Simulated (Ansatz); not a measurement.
C₆H₆O₂S, singlet, geometry from GFN2-xTB. Base run: SVWN5/STO-3G (Ansatz, an electronic-structure program).

Geometry (Å):
```xyz
15

C      1.2452    -1.2104    -0.2469
S      2.4361    -0.0242     0.1167
C      1.2396     1.1857     0.3659
C     -0.0128     0.6932     0.1732
C     -0.0099    -0.6929    -0.1743
O     -1.1591    -1.3980    -0.3968
C     -2.2974    -0.7149     0.0923
C     -2.2634     0.7601    -0.3109
O     -1.1639     1.4210     0.2855
H      1.5295    -2.2112    -0.4947
H      1.5186     2.1810     0.6407
H     -3.1636    -1.2178    -0.3392
H     -2.3347    -0.7895     1.1881
H     -2.1943     0.8344    -1.4052
H     -3.1568     1.2804     0.0363
```
Charge 0, spin multiplicity 1.
All else is at Ansatz's defaults.
Base energy -766.97810 Eh.

The base run was repeated with changes; each row names its change, and settings that it needs were set with it.

```
change                                                            ΔE vs base (mEh)
----------------------------------------------------------------  ----------------
base                                                                         0.000
lower_state_search = full                                                    0.000
lower_state_search = off                                                     0.000
final_grid = 6, 12, 29                                                      -0.004
final_grid = 14, 28, 59                                                      0.000
nuclear_model = gaussian                                                     0.239
lower_state_search = light                                                   0.000
forces = on                                                                  0.000
accuracy = high                                                              0.010
point_charge = charge:-1.0 position_ang:2.7421, -1.3402, -4.9739             1.573
final_grid = 10, 20, 41                                                      0.000
```
